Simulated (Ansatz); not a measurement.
HFSeTe (SMILES F[Te][SeH]), singlet, geometry from GFN2-xTB (core potentials on Te); B3LYP/def2-QZVPPD in Ansatz (a first-principles code).

Here is a job for Ansatz.
Ansatz 0.2 input:
```yaml
crystal:
  periodic: [false, false, false]
  atoms:
    - {symbol: Te, position_ang: [0.35988753, 0.27191341, 0.76553077]}
    - {symbol: F, position_ang: [1.55903108, 1.40000733, -0.39276618]}
    - {symbol: Se, position_ang: [-0.95895787, -0.73061592, -1.02774853]}
    - {symbol: H, position_ang: [-0.14086369, -1.89862228, -1.32925399]}
basis:
  gaussian:
    orbitals: def2-QZVPPD.json
hamiltonian:
  xc: b3lyp
```
The basis file holds def2-QZVPPD in the JSON format of the Basis Set Exchange.

The log (banner, timings and long lists left out):

```
Functional definition: B3LYP
1348 factors; their error is unknown
mean field evaluation 1: about -75380.2177 eV, gradient 4.1e1 eV
mean field evaluation 2: about -75358.4830 eV, gradient 1.2e2 eV
mean field evaluation 4: about -75382.7003 eV, gradient 9.0e0 eV
mean field evaluation 8: about -75382.8979 eV, gradient 3.0e-1 eV
mean field evaluation 16: about -75383.1038 eV, gradient 9.5e-5 eV
mean field -75383.10384310 eV, -2770.2779697308 hartree, gradient 1.7e-5 eV, S^2 0.000000; 0 other end points of the search recorded, 0 dependent functions left out
reference -75383.10408967 eV, -2770.2779787924 hartree; 34, 34 occupied and 254, 254 virtual orbitals, 1348 factors
Total energy: -75383.10408967 eV, -2770.2779787924 hartree
```
